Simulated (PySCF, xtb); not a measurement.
B(H)(OH)(NH2) (BH4NO), SMILES NBO.

GFN2-xTB (xtb 6.7.1) at its own geometry gives an orbital gap of 7.06 eV and a dipole moment of 3.06 D.

The structure is a stationary point at r2SCAN-D4/def2-TZVP. One conformer was computed; it need not be the lowest.

### Question
What does M06-2X/def2-TZVPD (PySCF) give? (An estimate is asked for; the answer gives what the named calculation found.)

### Answer
gap 9.48 eV (levels -9.47 and 0.01 eV), dipole 2.74 D.
